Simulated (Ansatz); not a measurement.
Abridged output of a molecular run in Ansatz:

```
Functional definition: HF
1009 factors; integrals over basis functions are off by at most 1.4e-3 eV
mean field evaluation 1: about -72109.4553 eV, gradient 3.8e1 eV
mean field evaluation 2: about -72109.4904 eV, gradient 3.8e1 eV
mean field evaluation 4: about -72112.5901 eV, gradient 3.3e0 eV
mean field evaluation 8: about -72112.6257 eV, gradient 1.3e-4 eV
mean field -72112.62565465 eV, -2650.0901131151 hartree, gradient 6.9e-6 eV, S^2 0.000000; 0 other end points of the search recorded, 0 dependent functions left out
16 core orbitals not correlated: weight in the atoms' cores, before any rotation towards them, 1.000 or more for the frozen orbitals, at most 0.000 for the correlated occupied ones
reference -72112.62565465 eV, -2650.0901131151 hartree; 18, 18 occupied and 69, 69 virtual orbitals, 1009 factors
second order -18.91728036 eV of doubles, -0.00000000 eV of singles
cycle   1  -19.20354123 eV  change   -2.9e-1 eV  update   9.4e-2
cycle   2  -19.68395872 eV  change   -4.8e-1 eV  update   2.7e-2
cycle   3  -19.77536798 eV  change   -9.1e-2 eV  update   1.3e-2
cycle   4  -19.77015665 eV  change    5.2e-3 eV  update   2.6e-3
cycle   5  -19.77039276 eV  change   -2.4e-4 eV  update   1.1e-3
cycle   6  -19.77040711 eV  change   -1.4e-5 eV  update   3.3e-4
cycle   7  -19.77028616 eV  change    1.2e-4 eV  update   1.2e-4
cycle   8  -19.77029547 eV  change   -9.3e-6 eV  update   3.9e-5
perturbative correction -0.49120009 eV, -0.0180512705 hartree
Total energy: -72132.88715021 eV, -2650.8347093434 hartree
```

Its atoms:

```xyz
9

C    -0.492   -0.575   -1.002
Ge    0.648    0.224    0.343
O     0.000    0.011    1.976
Cl    0.723    2.347   -0.069
H    -0.062   -0.423   -1.993
H    -0.592   -1.645   -0.812
H    -1.478   -0.110   -0.972
H     2.085   -0.298    0.417
H    -0.832    0.470    2.113
```

(1) Which basis set was used?
A. def2-TZVPPD
B. def2-SVPD
C. def2-QZVPP
D. def2-SVP

(2) Write the keys of the input that set method, charge and spin (a neutral closed shell needs none for the last two).

Results:

(1) D. It gives 103 functions.

(2) 
```yaml
correlation: {method: ccsd_t}
```
